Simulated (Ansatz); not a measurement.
Species: C3H6OS, SMILES `CSC(C)=O` (C–S–C–O torsion 0°) (charge 0, multiplicity 1).

Give a relaxed geometry from B3LYP-D3(BJ)/def2-TZVP (Ansatz, a program for electronic structure).

Several could match; the one computed here: the end point of this relaxation, one of several conformers (outside a Z-matrix the atoms follow the SMILES, hydrogens last).
Cartesian coordinates (Å) in one orientation:
```xyz
11

C      2.134     0.251    -0.291
S      0.525     0.982     0.104
C     -0.574    -0.346    -0.369
C     -2.027    -0.009    -0.144
O     -0.202    -1.399    -0.820
H      1.948    -0.743    -0.695
H      2.642     0.869    -1.029
H      2.734     0.183     0.614
H     -2.553    -0.085    -1.097
H     -2.165     0.988     0.271
H     -2.454    -0.750     0.534
```
